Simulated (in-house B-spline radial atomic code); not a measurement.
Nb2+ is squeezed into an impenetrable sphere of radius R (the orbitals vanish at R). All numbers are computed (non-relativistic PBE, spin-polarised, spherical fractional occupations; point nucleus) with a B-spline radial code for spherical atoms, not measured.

Energies in eV above the free ion in [Kr] 4d3:

```csv
R (bohr),highest level (eV),[Kr] 4d3,[Ar] 3d10 4s2 4p5 4d3 4f1,[Ar] 3d10 4s2 4p5 4d4,-dE/dV in [Kr] 4d3 (GPa)
8.63,-20.3,0.0002525,48.47,29.18,0.000613
6.32,-20.2,0.02731,49.95,29.21,0.114
5.19,-19.9,0.2336,52.11,29.4,1.39
4.52,-19.4,0.8041,54.7,30,6.23
3.4,-15.8,6.76,67.23,36.59,102
3.03,-12.4,14.69,79.03,45.31,299
2.64,-5.33,35.6,105.7,67.87,1040
2.08,20.4,145.3,227.7,182.8,7680
1.72,63,392.3,483.8,436.3,32800
1.39,154,1059,1150,1111,150000
```

Does [Ar] 3d10 4s2 4p5 4d3 4f1 fall below [Kr] 4d3 under compression?

No, it stays above over the whole range.

Does [Ar] 3d10 4s2 4p5 4d4 fall below [Kr] 4d3 under compression?

No, it stays above over the whole range.

The highest level is first positive in the row R = 2.08 bohr, pushed up by confinement above the zero of the free ion's potential. Each configuration is held fixed and needn't be the lowest in the sphere.
